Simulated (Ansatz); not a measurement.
Wavefunction ladder for `[GeH3][O][CH2][InH2]`

Z-matrix (Å, degrees):
```
Ge
O 1 1.784
H 1 1.542 2 108.7
H 1 1.532 2 105.5 3 -120.3
H 1 1.542 2 108.6 3 119.3
C 2 1.414 1 116.9 3 -59.6
In 6 2.176 2 110.3 1 -179.8
H 6 1.101 2 111.8 1 59.5
H 6 1.101 2 111.8 1 -59.1
H 7 1.734 6 118.9 2 -180.0
H 7 1.725 6 120.4 2 0.0
```

The species carries charge 0 and has multiplicity 1. Correlated methods include outer-core shells of Ge, In, which these sets cover unevenly. Scalar relativity is left out up to krypton. In takes the def2 core potential. All single points use the PBE0-D4/def2-TZVP geometry. It is one conformer, not always the lowest. Frozen core, restricted reference, Ansatz 0.2.0.

| basis | HF (Eh) | MP2 corr. |
| --- | --- | --- |
| def2-SVP | -2380.97206 | -0.65582 |
| def2-TZVPP | -2381.38479 | -0.97068 |
| def2-QZVPP | -2381.43434 | -1.45197 |

Q: Estimate the CCSD correlation energy and the (T) correction in each basis where they were run (hartree).

A: 
| basis | CCSD corr. | (T) |
| --- | --- | --- |
| def2-SVP | -0.69749 | -0.01957 |
| def2-TZVPP | -0.99756 | -0.03446 |
